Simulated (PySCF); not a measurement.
KBe⁻ at RHF-MP2

Level: RHF-MP2. basis K aug-pcseg-1, Be aug-pcseg-1; no relativity; PySCF 2.14.

For KBe⁻, the state is ¹Σ⁺ (singlet), closed shell, the bond length is 4.391 Å and the harmonic wavenumber is 49.3 cm⁻¹. The force constant is 0.0105 mdyn/Å and the rotational constant Be is 0.1194 cm⁻¹. The anharmonicity ωexe is 2.45 cm⁻¹. The vibration–rotation constant αe is 0.00616 cm⁻¹.

Correlated steps freeze 5 core orbitals.
